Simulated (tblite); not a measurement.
Run record: tight-binding relaxation, `[H]/N=C\c1nc[c]nc1C` [radical].

Computed with GFN2-xTB geometry optimisation, gas phase (tblite 0.8.0). Start geometry: from a force field or distance geometry. The command runs a driver script over a list of jobs; the input below is this job's line of settings and its coordinates in Å.

Command:
```bash
OMP_NUM_THREADS=1 python probes_run.py task.json out
```

Input:
```
{"job": {"kind": "relax", "xc": "GFN2-xTB", "basis": "xTB"}, "charge": 0, "multiplicity": 2}
C     -1.265600    -1.646300    -0.255600
C     -0.046500    -0.887500     0.131900
N      0.967000    -1.629600     0.709300
C      2.073800    -0.943300     1.057600
C      2.196400     0.413600     0.879700
N      1.216900     1.168500     0.312100
C      0.101400     0.486600    -0.049200
C     -0.950700     1.322800    -0.648800
N     -0.824900     2.594400    -0.828300
H     -1.450100    -1.557100    -1.327500
H     -2.148300    -1.265000     0.285900
H     -1.176500    -2.711100    -0.016800
H      3.094300     0.940900     1.177000
H     -1.892000     0.840400    -0.975100
H      0.100400     2.880600    -0.473900
```

Output:
```
step      E/eV     max force
  0    -667.48914    3.495
  1    -667.77990    1.893
  2    -667.84657    0.839
  3    -667.87752    0.497
  4    -667.89119    0.245
  5    -667.89519    0.200
  6    -667.89845    0.173
  7    -667.90163    0.136
  8    -667.90408    0.119
  9    -667.90604    0.111
... (7 lines left out)
 17    -667.91228    0.046
 18    -667.91246    0.044
 19    -667.91258    0.040
 20    -667.91270    0.040
 21    -667.91279    0.027
 22    -667.91286    0.024
 23    -667.91290    0.016
 24    -667.91292    0.013
 25    -667.91293    0.011
 26    -667.91293    0.008
```

«max force» is the largest atomic force in eV/Å.

**Question.** From which step on does the largest force stay under 0.1 eV/Å, and how much energy is left to gain from there?

**Answer.** From step 13 (0.082 eV/Å), 2.8 meV above the end.

In short: energy lowered by 9.8 kcal/mol over 26 steps; largest atomic force 0.008 eV/Å at the end.

The run took 0.16 s of wall time on Arm Neoverse V1, one thread, shared host.
Labels such as C1 count atoms from 1, the log's own numbers from 0.
